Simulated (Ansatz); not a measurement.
C$_{3}$H$_{7}$FOSi, SMILES `C/C([SiH3])=C(/O)F` at its PBE0-D4/def2-TZVP geometry, where that method's forces vanish. Total charge 0; spin multiplicity 1.

```xyz
13

C     1.4930    0.5539    0.5771
C     0.2582   -0.0558   -0.0305
Si   -1.3838    0.6344    0.4517
C     0.3490   -1.0700   -0.8953
O    -0.6086   -1.7381   -1.5346
F     1.5135   -1.5847   -1.2587
H     1.5652    1.6204    0.3424
H     1.4826    0.4671    1.6681
H     2.4012    0.0723    0.2147
H    -1.6287    0.5025    1.9127
H    -2.4740   -0.1051   -0.2613
H    -1.5027    2.0729    0.0931
H    -1.4649   -1.3699   -1.2794
```

Q: What forces (eV/Å) does ωB97M-V/def2-TZVPP give on these atoms in the Gaussian-basis code of Ansatz? (Best estimate.)

A: Ansatz gave: 
```
C1   0.235  0.105  0.107
C2  -0.189 -0.148 -0.138
Si3 -0.161  0.092  0.071
C4  -0.015  0.335  0.280
O5  -0.286 -0.093 -0.100
F6   0.242 -0.104 -0.070
H7  -0.005 -0.085  0.012
H8   0.001  0.001 -0.086
H9  -0.061  0.041  0.032
H10  0.035  0.013 -0.169
H11  0.117  0.080  0.076
H12  0.021 -0.168  0.039
H13  0.067 -0.070 -0.054
```
